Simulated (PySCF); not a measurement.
These compounds are isomers of formula C₅H₉OPSi.

A. SMILES C#C[Si@@H](P)O/C=C/C
B. SMILES Cc1coc([SiH2]P)c1
C. SMILES P[SiH2]Cc1ccco1

Spectrum 1. 1H NMR (400 MHz, computed): δ 6.47 (m, 1H), 5.41 (m, 1H), 5.25 (m, 1H), 2.27 (d, 1H), 1.73 (d, 3H), 1.29 (m, 2H). 13C{1H} NMR (computed): δ 149.0 (CH), 110.9 (CH), 105.3 (CH), 90.5 (C), 15.5 (CH3).

Spectrum 2. 1H NMR (400 MHz, computed): δ 7.37 (m, 1H), 6.52 (m, 1H), 6.23 (m, 1H), 4.61 (m, 2H), 2.32 (m, 2H), 0.95 (m, 2H). 13C{1H} NMR (computed): δ 158.8 (C), 144.9 (CH), 118.3 (CH), 112.5 (CH), 14.6 (CH2).

Spectrum 3. 1H NMR (400 MHz, computed): δ 7.65 (m, 1H), 7.06 (m, 1H), 5.02 (m, 2H), 2.26 (s, 3H), 1.17 (m, 2H). 13C{1H} NMR (computed): δ 154.9 (C), 151.6 (CH), 132.3 (CH), 128.0 (C), 11.8 (CH3).

Fast rotation and ring inversion assumed for equivalent nuclei, relativity neglected, one conformer, no solvent model. Shieldings: GIAO PBE0/pcSseg-1; coordinates at the GFN2-xTB level; PySCF 2.14.0 with density-fitted response routines.

Referencing at the same level of theory: 1H, 13C vs TMS. Splittings of carbon signals by F and P are missing where no couplings were computed. Where no couplings were computed, multiplicities follow the n + 1 count of equivalent neighbours, and m marks all less simple cases (inequivalent or close neighbours, rings, F or P nearby). Shifts are as computed. Against solution values, carbons near 30 ppm lie about +3 ppm off and those near 130 ppm about +5 ppm. Of 1309 compounds with measured shifts, 239 miss one by over three times the rms of a fit or turn the order of signals round; such compounds aren't used in these exercises.

Question: Which spectrum belongs to which compound?

Answer: 1–A, 2–C, 3–B.

- Spectrum 1 (A): 5 13C signals; δC 149.0 is an alkene carbon bearing oxygen; δC 110.9 is a β carbon of an enol-ether or enamine type C=C.
- Spectrum 2 (C): 5 13C signals; δH 7.37 is the hydrogen on an aromatic CH next to the ring oxygen; δH 6.52 is the hydrogen on an aromatic CH.
- Spectrum 3 (B): 5 13C signals; δC 132.3 is an aromatic CH; δC 11.8 is a methyl carbon on an aromatic ring.
